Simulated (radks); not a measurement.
Values are calculated unless marked as measured or tabulated.
Q: Coherent X-ray form factor from a spherical all-electron density. Level of theory: Dirac Kohn-Sham, exchange-only PBE, spin-unpolarised, spherical densities, finite nucleus; Fermi nuclear charge, rms radius of each element as measured or else 0.836 A^(1/3) + 0.57 fm (a radial shooting solver on a logarithmic mesh with Libxc functionals).

sin(theta)/lambda (1/angstrom)  f0 (electrons)
0.05                                    21.755
0.1                                     21.053
0.15                                    19.983
0.2                                     18.665
0.25                                    17.220
0.3                                     15.754
0.4                                     13.045
0.5                                     10.873
0.6                                      9.278
0.8                                      7.383
1                                        6.359
1.25                                     5.397
1.5                                      4.490
2                                        2.968

The species is in the configuration that NIST lists as its ground one. Which atom or ion scatters so?

A: The manganese ion Mn3+, [Ar] 3d4. Extrapolating in s^2 from the first two rows gives f0(0) = 22.0, near the electron count 22; among species with that count, the fall with angle is slower the higher Z, and the table is that of Z = 25; from so few rows the species is fixed only to a neighbour or two.
